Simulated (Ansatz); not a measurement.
HClSi, SMILES `[SiH]Cl` (excited triplet) (charge 0, multiplicity 3). This triplet is an excited state, 1.49 eV above the relaxed singlet at the level composite: frozen-core CCSD(T) with HF/cc-pVQZ and the correlation energy extrapolated as X^-3 from cc-pVTZ and cc-pVQZ, plus CCSDT(Q) minus CCSD(T) in cc-pVDZ // PBE0-D3(BJ)/def2-TZVP (Ansatz, a quantum-chemistry and plane-wave program).

These are BLYP/cc-pVTZ // PBE0-D3(BJ)/def2-TZVP (Ansatz) values and carry that method's errors.

Ansatz 0.2 input:
```yaml
crystal:
  periodic: [false, false, false]
  atoms:
    - { symbol: Si, position_ang: [-0.257282, 0.595824, 0.0] }
    - { symbol: Cl, position_ang: [1.628834, -0.200567, -0.000005] }
    - { symbol: H, position_ang: [-1.371551, -0.395256, 0.000005] }
basis:
  gaussian: { orbitals: cc-pVTZ }
hamiltonian:
  xc: blyp
magnetization:
  spin_polarized: true
  initial_magnetization: 2
```

Output:

```
Functional definition: BLYP
608 factors; their error is unknown
mean field evaluation 1: about -20414.8115 eV, gradient 9.9e0 eV
mean field evaluation 2: about -20414.9032 eV, gradient 9.4e0 eV
mean field evaluation 4: about -20415.5466 eV, gradient 4.9e-1 eV
mean field evaluation 8: about -20415.5163 eV, gradient 7.9e-2 eV
mean field evaluation 16: about -20415.5164 eV, gradient 7.4e-5 eV
mean field -20415.51635941 eV, -750.2563880743 hartree, gradient 7.4e-5 eV, S^2 2.002168; 0 other end points of the search recorded, 0 dependent functions left out
reference -20415.51662498 eV, -750.2563978340 hartree; 17, 15 occupied and 65, 67 virtual orbitals, 608 factors
Total energy: -20415.51662498 eV, -750.2563978340 hartree
```
